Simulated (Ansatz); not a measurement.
`CNB(C)Cl` + H₂ → `CBCl` + CH₃NH₂ at 700 K and 1 bar (hydrogenolysis of a B–N bond).

Computed with Ansatz on PBE0-D4/def2-TZVP structures; ΔE is electronic, products minus reactants. CCSD(T)/CBS is the MP2 limit (def2-TZVPP, def2-QZVPP) plus CCSD(T) − MP2 in def2-TZVPP, frozen cores. This one scheme is used for every species. Each species was taken in one conformer, which may not be the lowest.

```tsv
species	CCSD(T)/CBS energy (Eh)	H − E (kJ/mol)	S (J/(mol·K))
`CNB(C)Cl`	-619.69503	335.7	458.5
H₂	-1.17544	46.8	155.3
`CBCl`	-525.07110	179.3	357.9
CH₃NH₂	-95.75281	207.6	296.6
```

H − E and S are ideal-gas, rigid-rotor, harmonic terms from PBE0-D4/def2-TZVP, for one conformer and one mirror image of each species. The MP2-based limit puts H₂ 0.8 mEh under its directly extrapolated value; such offsets cancel only in part. 1 Eh = 2625.50 kJ/mol, R = 8.31446 J/(mol·K).

Q: By hand: ΔE, ΔH, ΔS and ΔG.

A: ΔE = (-525.07110) + (-95.75281) − (-619.69503) − (-1.17544) = 0.04656 Eh = 122.2 kJ/mol. Δ(H − E) = 179.3 + 207.6 − 335.7 − 46.8 = 4.4, so ΔH = 126.6 kJ/mol. ΔS = 357.9 + 296.6 − 458.5 − 155.3 = 40.7 J/(mol·K). ΔG = 126.6 − 700 × (40.7)/1000 = 98.1 kJ/mol.

Q: By hand: the equilibrium constant, and the temperature at which ΔG would vanish if ΔH and ΔS stayed fixed.

A: log₁₀ K = −ΔG/(RT ln 10) = -7.3. ΔG = 0 at ΔH/ΔS = 3111 K, far beyond where these terms or the molecules hold.

ΔH outweighs TΔS. A doubt of 5 kJ/mol in ΔE shifts log₁₀ K by 0.4 here. Other conformers and mirror images would add mixing entropy, several J/(mol·K) or more a flexible species. Modes under 60 cm⁻¹, often nearly free rotors, make the harmonic entropy too high. These are equilibria of isolated gas molecules and say nothing of rates. Largest T1 diagnostic: 0.011 (customary marks: 0.02 for closed shells, 0.045 for open ones).
